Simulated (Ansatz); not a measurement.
Frontier orbitals of C$_{12}$H$_{26}$O (`CCCCCCCCCCCCO`).

```xyz
39

C     1.384   -0.855    4.994
C     2.125   -0.890    3.669
C     1.649    0.184    2.703
C     2.420    0.236    1.390
C     2.373   -1.043    0.559
C     0.974   -1.538    0.214
C     0.140   -0.549   -0.585
C    -1.217   -1.109   -0.982
C    -2.118   -0.116   -1.702
C    -1.601    0.311   -3.068
C    -2.544    1.226   -3.839
C    -2.816    2.560   -3.164
O    -1.649    3.334   -2.969
H     1.515    0.109    5.493
H     0.311   -1.005    4.848
H     1.738   -1.633    5.675
H     2.006   -1.879    3.213
H     3.201   -0.765    3.842
H     0.580    0.037    2.503
H     1.726    1.160    3.194
H     3.469    0.473    1.603
H     2.044    1.073    0.792
H     2.929   -0.874   -0.370
H     2.910   -1.840    1.085
H     1.062   -2.469   -0.357
H     0.435   -1.803    1.132
H     0.702   -0.252   -1.478
H    -0.013    0.367   -0.001
H    -1.727   -1.464   -0.079
H    -1.072   -1.994   -1.615
H    -2.260    0.761   -1.058
H    -3.114   -0.558   -1.827
H    -0.625    0.800   -2.969
H    -1.411   -0.585   -3.669
H    -2.128    1.421   -4.832
H    -3.505    0.719   -3.990
H    -3.344    2.409   -2.212
H    -3.469    3.165   -3.797
H    -1.081    2.874   -2.346
```

Total charge 0; spin multiplicity 1. All single points use the PBE0-D4/def2-TZVP geometry. It is one conformer, not always the lowest. Basis def2-TZVPP, the Gaussian-basis code of Ansatz.

Orbital energies of one run (eV). Highest occupied ones, from the top: -9.29, -9.81, -9.96, -10.09, -10.17, -10.43, -10.57, -10.68, -10.79, -10.99, -11.13, -11.43, -11.58, -11.97. Empty: 1.34, 1.69, 1.99, 2.10, 2.33, 2.47.

**Question.** Which functional gave them?
A. BLYP
B. PBE0
C. BHLYP
D. LDA (SPW92)

**Answer.** C. HOMO energies: BHLYP -9.29, BLYP -6.01, PBE0 -7.71, LDA (SPW92) -6.22 eV.
